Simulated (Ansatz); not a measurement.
C2H6BN can be A, `B1CCN1`, or B, `B/C=N/C`.

Program: Ansatz. Geometries: PBE0-D4/def2-TZVP. ΔE: electronic, gas phase. CBS: MP2 limit from def2 TZ/QZ plus the TZ coupled-cluster correction, frozen cores. Functionals use def2-TZVPP. B3LYP here is the variant with VWN-RPA as its local correlation; programs differ in this.

(1) Which isomer does CCSD(T)/CBS put lower? Give the gap. (Estimate.)

(2) Give E(B) − E(A) in kJ/mol with CCSD/def2-TZVPP, r2SCAN-D4, BLYP-D4, B3LYP-D4, CCSD(T)/def2-TZVPP, PBE-D4, LDA (SPW92). (An estimate is asked.)

(3) Does the order hold for the free energy at 298.15 K (harmonic terms from PBE0-D4)? (Best estimate.)

Largest T1 diagnostic: 0.013.

Answers

(1) Computed: A, by 168.9 kJ/mol.

(2) The calculation gave: CCSD/def2-TZVPP 165.0, r2SCAN-D4 171.1, BLYP-D4 142.9, B3LYP-D4 154.8, CCSD(T)/def2-TZVPP 164.6, PBE-D4 173.6, LDA (SPW92) 209.3. None reverses the order clearly.

(3) Computed: Yes: G(B) − G(A) = +150.3 kJ/mol.

From r2SCAN to r2SCAN0 (25 % exact exchange), in def2-TZVPP and without D4, E(B) − E(A) moves by +9.9 kJ/mol. In def2-TZVPP, CCSD(T) changes the Hartree–Fock value by +25.5 kJ/mol (the triples alone add −0.4 kJ/mol) and MP2 by +38.2 kJ/mol.
